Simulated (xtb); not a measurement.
xtb input file for C2H5FSi2, SMILES C#C[Si@@H](F)[SiH3], GFN2-xTB. 

```
$ xtb mol.xyz --gfn 2 --sp --chrg 0 --uhf 0 --json
$ cat mol.xyz
10

C      2.12893292     1.89301553     0.23331243
C      1.36008366     1.03160216    -0.10222591
Si     0.13488262    -0.27436912    -0.57205226
F      0.82843252    -1.67362238    -0.13423055
Si    -1.87178177    -0.06406832     0.54139923
H      2.81291257     2.63998904     0.51948209
H      0.14806165    -0.37510533    -2.03109560
H     -2.80281687    -1.14429915     0.19846248
H     -1.71879575    -0.06701257     1.99887266
H     -2.51276540     1.19944742     0.16497640
```

It prints:

```
[banner left out]
          |                Calculation Setup                |
           -------------------------------------------------



           -------------------------------------------------
          |                 G F N 2 - x T B                 |
           -------------------------------------------------

        Reference                      10.1021/acs.jctc.8b01176
      * Hamiltonian:
        H0-scaling (s, p, d)           1.850000    2.230000    2.230000
        zeta-weighting                 0.500000
      * Dispersion:
        s8                             2.700000
        a1                             0.520000
        a2                             5.000000
        s9                             5.000000
      * Repulsion:
        kExp                           1.500000    1.000000
        rExp                           1.000000
      * Coulomb:
        alpha                          2.000000
        third order                    shell-resolved
        anisotropic                    true
        a3                             3.000000
        a5                             4.000000
        cn-shift                       1.200000
        cn-exp                         4.000000
        max-rad                        5.000000


          ...................................................
          :                      SETUP                      :
          :.................................................:
          :  # basis functions                  37          :
          :  # atomic orbitals                  35          :
          :  # shells                           17          :
          :  # electrons                        28          :
          :  max. iterations                   250          :
          :  Hamiltonian                  GFN2-xTB          :
          :  restarted?                      false          :
          :  GBSA solvation                  false          :
          :  PC potential                    false          :
          :  electronic temp.          300.0000000     K    :
          :  accuracy                    1.0000000          :
          :  -> integral cutoff          0.2500000E+02      :
          :  -> integral neglect         0.1000000E-07      :
          :  -> SCF convergence          0.1000000E-05 Eh   :
          :  -> wf. convergence          0.1000000E-03 e    :
          :  Broyden damping             0.4000000          :
          :  net charge                          0          :
          :  unpaired electrons                  0          :
          ...................................................

 iter      E             dE          RMSdq      gap      omega  full diag
   1    -15.1337487 -0.151337E+02  0.704E+00    4.41       0.0  T
   2    -15.1938282 -0.600795E-01  0.392E+00    4.20       1.0  T
   3    -15.1944673 -0.639066E-03  0.182E+00    4.16       1.0  T
   4    -15.1928620  0.160524E-02  0.106E+00    4.11       1.0  T
   5    -15.1960724 -0.321042E-02  0.669E-01    4.16       1.0  T
   6    -15.1972509 -0.117844E-02  0.311E-01    4.18       1.0  T
   7    -15.1978985 -0.647589E-03  0.856E-02    4.17       1.0  T
   8    -15.1979064 -0.789569E-05  0.401E-02    4.17       1.0  T
   9    -15.1979068 -0.392980E-06  0.199E-02    4.17       1.6  T
  10    -15.1979074 -0.642528E-06  0.709E-03    4.17       4.5  T
  11    -15.1979074 -0.434188E-07  0.184E-03    4.17      17.2  T
  12    -15.1979075 -0.106372E-07  0.732E-04    4.17      43.2  T
  13    -15.1979075 -0.550733E-09  0.228E-04    4.17     138.9  T

   *** convergence criteria satisfied after 13 iterations ***

         #    Occupation            Energy/Eh            Energy/eV
      -------------------------------------------------------------
         1        2.0000           -0.8419287             -22.9100
       ...           ...                  ...                  ...
         8        2.0000           -0.4892769             -13.3139
         9        2.0000           -0.4367680             -11.8851
        10        2.0000           -0.4342129             -11.8155
        11        2.0000           -0.4313515             -11.7377
        12        2.0000           -0.4257363             -11.5849
        13        2.0000           -0.4229106             -11.5080
        14        2.0000           -0.3775690             -10.2742 (HOMO)
        15                         -0.2243700              -6.1054 (LUMO)
        16                         -0.2193060              -5.9676
        17                         -0.2031473              -5.5279
        18                         -0.1866399              -5.0787
        19                         -0.1696123              -4.6154
       ...                                ...                  ...
        35                          1.3618591              37.0581
      -------------------------------------------------------------
                  HL-Gap            0.1531990 Eh            4.1688 eV
             Fermi-level           -0.3009695 Eh           -8.1898 eV

 SCC (total)                   0 d,  0 h,  0 min,  0.008 sec
 SCC setup                      ...        0 min,  0.000 sec (  0.954%)
 Dispersion                     ...        0 min,  0.000 sec (  0.479%)
 classical contributions        ...        0 min,  0.000 sec (  0.182%)
 integral evaluation            ...        0 min,  0.001 sec ( 16.692%)
 iterations                     ...        0 min,  0.004 sec ( 51.841%)
 molecular gradient             ...        0 min,  0.002 sec ( 28.652%)
 printout                       ...        0 min,  0.000 sec (  1.066%)

         :::::::::::::::::::::::::::::::::::::::::::::::::::::
         ::                     SUMMARY                     ::
         :::::::::::::::::::::::::::::::::::::::::::::::::::::
         :: total energy             -14.994761668533 Eh    ::
         :: gradient norm              0.000143280524 Eh/a0 ::
         :: HOMO-LUMO gap              4.168757623573 eV    ::
         ::.................................................::
         :: SCC energy               -15.197899140702 Eh    ::
         :: -> isotropic ES            0.034215681486 Eh    ::
         :: -> anisotropic ES         -0.001058083634 Eh    ::
         :: -> anisotropic XC          0.012051801560 Eh    ::
         :: -> dispersion             -0.006421002682 Eh    ::
         :: repulsion energy           0.203137472169 Eh    ::
         :: add. restraining           0.000000000000 Eh    ::
         :: total charge               0.000000000000 e     ::
         :::::::::::::::::::::::::::::::::::::::::::::::::::::

           -------------------------------------------------
          |                Property Printout                |
           -------------------------------------------------

    * Orbital Energies and Occupations

         #    Occupation            Energy/Eh            Energy/eV
      -------------------------------------------------------------
         1        2.0000           -0.8419287             -22.9100
         2        2.0000           -0.7310634             -19.8932
         3        2.0000           -0.6380678             -17.3627
         4        2.0000           -0.6018435             -16.3770
         5        2.0000           -0.5196661             -14.1408
         6        2.0000           -0.5010070             -13.6331
         7        2.0000           -0.4990548             -13.5800
         8        2.0000           -0.4892769             -13.3139
         9        2.0000           -0.4367680             -11.8851
        10        2.0000           -0.4342129             -11.8155
        11        2.0000           -0.4313515             -11.7377
        12        2.0000           -0.4257363             -11.5849
        13        2.0000           -0.4229106             -11.5080
        14        2.0000           -0.3775690             -10.2742 (HOMO)
        15                         -0.2243700              -6.1054 (LUMO)
        16                         -0.2193060              -5.9676
        17                         -0.2031473              -5.5279
        18                         -0.1866399              -5.0787
        19                         -0.1696123              -4.6154
        20                         -0.1514073              -4.1200
        21                         -0.1347499              -3.6667
        22                         -0.0804819              -2.1900
        23                         -0.0743028              -2.0219
        24                         -0.0427275              -1.1627
        25                          0.0421524               1.1470
       ...                                ...                  ...
        35                          1.3618591              37.0581
      -------------------------------------------------------------
                  HL-Gap            0.1531990 Eh            4.1688 eV
             Fermi-level           -0.3009695 Eh           -8.1898 eV

     #   Z          covCN         q      C6AA      α(0)
     1   6 C        1.910    -0.076    33.167     9.301
     2   6 C        1.861    -0.126    34.677     9.512
     3  14 Si       3.450     0.477   103.615    19.835
     4   9 F        0.705    -0.298    12.312     4.143
     5  14 Si       3.698     0.380   100.182    19.170
     6   1 H        0.928     0.076     2.021     2.223
     7   1 H        0.919    -0.086     5.106     3.534
     8   1 H        0.917    -0.113     6.046     3.846
     9   1 H        0.918    -0.104     5.720     3.741
    10   1 H        0.918    -0.130     6.731     4.058

 Mol. C6AA /au·bohr⁶  :       2117.599786
 Mol. C8AA /au·bohr⁸  :      80727.766449
 Mol. α(0) /au        :         79.362449


Wiberg/Mayer (AO) data.
largest (>0.10) Wiberg bond orders for each atom

 ---------------------------------------------------------------------------
     #   Z sym  total        # sym  WBO       # sym  WBO       # sym  WBO
 ---------------------------------------------------------------------------
     1   6 C    3.973 --     2 C    2.917     6 H    0.967
     2   6 C    3.947 --     1 C    2.917     3 Si   0.930
     3  14 Si   3.865 --     4 F    1.079     2 C    0.930     7 H    0.879
                             5 Si   0.814
     4   9 F    1.159 --     3 Si   1.079
     5  14 Si   3.624 --    10 H    0.904     8 H    0.901     9 H    0.900
                             3 Si   0.814
     6   1 H    0.993 --     1 C    0.967
     7   1 H    0.993 --     3 Si   0.879
     8   1 H    0.986 --     5 Si   0.901
     9   1 H    0.989 --     5 Si   0.900
    10   1 H    0.983 --     5 Si   0.904
 ---------------------------------------------------------------------------

Topologies differ in total number of bonds
Writing topology from bond orders to xtbtopo.mol

molecular dipole:
                 x           y           z       tot (Debye)
 q only:       -0.385       0.537      -0.131
   full:       -0.397       0.592      -0.081       1.823
molecular quadrupole (traceless):
                xx          xy          yy          xz          yz          zz
 q only:       -0.336       2.919      -1.217       1.088       0.145       1.553
  q+dip:       -0.258       6.940      -0.553       2.406       1.740       0.811
   full:       -0.191       4.898      -0.901       1.898       0.915       1.093


           -------------------------------------------------
          | TOTAL ENERGY              -14.994761668533 Eh   |
          | GRADIENT NORM               0.000143280524 Eh/α |
          | HOMO-LUMO GAP               4.168757623573 eV   |
           -------------------------------------------------

------------------------------------------------------------------------
Note: The following floating-point exceptions are signalling: IEEE_UNDERFLOW_FLAG IEEE_DENORMAL
normal termination of xtb
------------------------------------------------------------------------
 total:
 SCF:
```

Self-consistency was reached.
